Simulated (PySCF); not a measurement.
# AuH: frontier orbitals

PBE0 at R = 1.548 Å; H cc-pVDZ, Au cc-pVDZ-PP with ECP60; scalar-relativistic core potentials (PySCF 2.14). State: ³Σ⁺ (triplet), unpaired electrons σ ↑↑, a second solution, started from another occupation. Only the outer orbitals are listed, counted within each symmetry, core potentials removing the inner ones.

```csv
spin,orbital,occ.,ε (eV),on H (%),main shells (%)
α,3σ,1,-13.27,33,"58 Au d, 33 H s"
α,2π,1,-10.62,0,100 Au d
α,2π,1,-10.62,0,100 Au d
α,1δ,1,-10.57,0,100 Au d
α,1δ,1,-10.56,0,100 Au d
α,4σ,1,-9.24,17,"52 Au s, 30 Au d, 16 H s"
α,5σ,1,-4.81,23,"40 Au p, 32 Au s, 23 H s"
α,3π,0,-0.95,0,100 Au p
α,3π,0,-0.95,0,100 Au p
α,6σ,0,2.15,-5,"92 Au p, 16 Au s"
β,3σ,1,-11.82,31,"56 Au d, 30 H s, 10 Au s"
β,2π,1,-10.22,0,100 Au d
β,2π,1,-10.22,0,100 Au d
β,1δ,1,-9.93,0,100 Au d
β,1δ,1,-9.93,0,100 Au d
β,4σ,0,-5.69,9,"59 Au s, 30 Au d, 9 H s"
β,5σ,0,-1.45,22,"47 Au p, 25 Au s, 22 H s"
β,3π,0,-0.02,0,100 Au p
```

Task: Which are the highest filled and the lowest empty level, where do they sit, and how wide is the gap?

Result: Highest filled α 5σ at -4.81 eV (in %: 40 Au p, 32 Au s, 23 H s); lowest empty β 4σ at -5.69 eV (in %: 59 Au s, 30 Au d, 9 H s); the gap at PBE0 is -0.88 eV.

```json
{
  "bond order (Mayer)": "0.89",
  "⟨S²⟩": "2.004",
  "charge on H (Mulliken, basis-dependent)": "-0.06",
  "charge on H (Löwdin, basis-dependent)": "-0.05",
  "dipole moment (positive dipole means H(−)Au(+))": "-1.09 D"
}
```

Shares are Mulliken populations and can fall outside 0 to 100 %.

Spin–orbit coupling is left out. Counting both spins, an empty level lies below a filled one in this solution, because spin and occupation are held.
